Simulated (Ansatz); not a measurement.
`[CH3][In]([F])[SH]` → C• + F• + 4 H• + In• + S•  (atomization)

Gas-phase electronic energies from Ansatz, PBE0-D4/def2-TZVP geometries. CBS: MP2 limit from def2 TZ/QZ plus the TZ coupled-cluster correction, frozen cores. This one scheme is used for every species, atoms too. For atomizations the MP2-based limit and the directly extrapolated one differ by several kJ/mol either way, and by 10 to 25 for some Ge, Se and Sn compounds, so smaller differences from it don't rank the levels. Functionals use def2-TZVPP. No spin–orbit coupling; open shells (•) take unrestricted orbitals. Spin–orbit coupling would lower the free atoms: a little for C, F, S; strongly for In. Elements past krypton have def2 core potentials. Bonds to In are less sure, by a few kJ/mol each and by 10 to 20 or more in all where they break to atoms, as the def2 sets lack core-valence functions. One conformer a species, not always the lowest.

`[CH3][In]([F])[SH]`:

Cartesian coordinates in Å:
```
C -0.885 -1.287 -0.269
In 0.222 0.489 0.104
F -0.817 2.122 0.430
S 2.511 1.077 0.241
H -0.765 -1.576 -1.313
H -0.522 -2.092 0.368
H -1.936 -1.090 -0.061
H 2.192 2.358 0.500
```

```
             species  r2SCANh energy (Eh)
`[CH3][In]([F])[SH]`           -728.78345
                  C•            -37.83336
                  F•            -99.72490
                  H•             -0.49990
                 In•           -190.16821
                  S•           -398.08357
```

(1) Work out ΔE.

Largest T1 diagnostic among the species: 0.015.

Answers

(1) ΔE = 4 × (-0.49990) + (-37.83336) + (-99.72490) + (-190.16821) + (-398.08357) − (-728.78345) = 0.97381 Eh = +2556.7 kJ/mol. CCSD(T)/CBS gives +2587.2 kJ/mol.

From BLYP to BHLYP (50 % exact exchange), in def2-TZVPP and without D4, ΔE moves by −59.2 kJ/mol: exact exchange takes away binding that semilocal exchange gives to molecules. The D4 term adds +23.0 kJ/mol with B3LYP and +12.1 kJ/mol with PBE0; it sums over pairs of atoms, weighted by their polarisabilities, and B3LYP, whose exchange is more repulsive, gets the larger term.

B3LYP here is the variant with VWN-RPA as its local correlation; programs differ in this.
